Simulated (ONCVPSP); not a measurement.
# Pseudopotential generation for O: ONCV, PBE, non-relativistic.

* Element: O (Z = 8)
* Generator: ONCVPSP 4.0.1
* Type: optimised norm-conserving Vanderbilt (ONCV)
* Functional: PBE
* Relativity: non-relativistic
* Frozen core: [He]
* Valence charge: 6
* Reference configuration: 2s2 2p4
* Partial waves: 2s: rc 1.00 bohr, ncon 3, nbas 7, qcut 6.6 1/bohr, 2 projectors, debl 2.9 Ha; 2p: rc 1.15 bohr, ncon 3, nbas 6, qcut 11.7 1/bohr, 2 projectors, debl 1.6 Ha
* Local potential: polynomial inside 0.65 bohr (lpopt 5, dvloc0 0 Ha)
* Core correction: none

Calculated quality:

| Item | Value |
| --- | --- |
| Cutoffs needed | 44 Ha and 138 Ha (the cutoffs (Ha) at which the residual kinetic energy of the hardest occupied pseudo-wave falls to 1 and 0.1 mHa per electron) |
| Ghost test | no bound ghost flagged; no localised positive-energy state flagged |
| Largest excitation error | +384 meV (all-electron minus pseudo) for 2s2 2p1, out of 4 test configurations |

Generation and tests took about 2.6 s on one core of a shared server CPU.
